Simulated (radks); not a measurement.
The numbers below are computed, except where a source is named.
The iridium ion Ir+ inside a hard spherical wall (all orbitals vanish at R), configuration held at [Xe] 4f14 5d7 6s1 and not refilled when levels cross. Level of theory: scalar-relativistic Kohn-Sham, LDA (Slater exchange, Perdew-Wang correlation), spin-polarised, spherical densities, finite nucleus; open shells are filled with parallel spins first (spin-orbit coupling, left out, can overturn this in heavy ions); Fermi nuclear charge, rms radius 5.4032 fm (a radial shooting solver on a logarithmic mesh with Libxc functionals). Eigenvalues in eV for spin up, with the zero of energy where the potential of the charges vanishes at infinity; a dash marks a level that is unbound or too diffuse for the functional's potential to be trusted. A positive occupied level is held by the wall or, in an anion where self-interaction has pushed it up, behind a barrier. The pressure on the wall is -dE/dV.

[
 {"R (bohr)": "free", "E (hartree)": "-17813.7594", "kinetic (hartree)": "19790.592", "e(4f)": "-70.921", "e(5p)": "-63.968", "e(5d)": "-16.388", "e(6s)": "-14.556", "e(6p, empty)": "-7.840", "e(7s, empty)": "-3.397", "pressure (GPa)": "0"},
 {"R (bohr)": "15", "E (hartree)": "-17813.7594", "kinetic (hartree)": "19790.592", "e(4f)": "-70.921", "e(5p)": "-63.968", "e(5d)": "-16.388", "e(6s)": "-14.556", "e(6p, empty)": "-7.840", "e(7s, empty)": "-3.378", "pressure (GPa)": "< 0.0001"},
 {"R (bohr)": "12", "E (hartree)": "-17813.7594", "kinetic (hartree)": "19790.592", "e(4f)": "-70.921", "e(5p)": "-63.968", "e(5d)": "-16.388", "e(6s)": "-14.556", "e(6p, empty)": "-7.839", "e(7s, empty)": "-3.252", "pressure (GPa)": "< 0.0001"},
 {"R (bohr)": "10", "E (hartree)": "-17813.7594", "kinetic (hartree)": "19790.592", "e(4f)": "-70.920", "e(5p)": "-63.967", "e(5d)": "-16.387", "e(6s)": "-14.555", "e(6p, empty)": "-7.833", "e(7s, empty)": "-2.878", "pressure (GPa)": "0.000215"},
 {"R (bohr)": "8", "E (hartree)": "-17813.7592", "kinetic (hartree)": "19790.595", "e(4f)": "-70.909", "e(5p)": "-63.956", "e(5d)": "-16.377", "e(6s)": "-14.544", "e(6p, empty)": "-7.759", "e(7s, empty)": "-1.526", "pressure (GPa)": "0.0133"},
 {"R (bohr)": "7", "E (hartree)": "-17813.7582", "kinetic (hartree)": "19790.607", "e(4f)": "-70.862", "e(5p)": "-63.911", "e(5d)": "-16.337", "e(6s)": "-14.497", "e(6p, empty)": "-7.574", "e(7s, empty)": "0.262", "pressure (GPa)": "0.104"},
 {"R (bohr)": "3.5", "E (hartree)": "-17813.2170", "kinetic (hartree)": "19793.532", "e(4f)": "-63.930", "e(5p)": "-57.841", "e(5d)": "-10.421", "e(6s)": "-4.750", "e(6p, empty)": "8.434", "e(7s, empty)": "55.922", "pressure (GPa)": "187"},
 {"R (bohr)": "2.5", "E (hartree)": "-17809.9595", "kinetic (hartree)": "19807.479", "e(4f)": "-45.502", "e(5p)": "-42.748", "e(5d)": "7.739", "e(6s)": "32.843", "e(6p, empty)": "58.363", "e(7s, empty)": "176.56", "pressure (GPa)": "3060"},
 {"R (bohr)": "2", "E (hartree)": "-17801.6501", "kinetic (hartree)": "19840.190", "e(4f)": "-18.535", "e(5p)": "-18.696", "e(5d)": "39.197", "e(6s)": "104.43", "e(6p, empty)": "143.94", "e(7s, empty)": "355.19", "pressure (GPa)": "17800"},
 {"R (bohr)": "1.5", "E (hartree)": "-17765.4282", "kinetic (hartree)": "19968.449", "e(4f)": "50.035", "e(5p)": "59.827", "e(5d)": "138.74", "e(6s)": "331.59", "e(6p, empty)": "396.28", "e(7s, empty)": "833.59", "pressure (GPa)": "154000"}
]
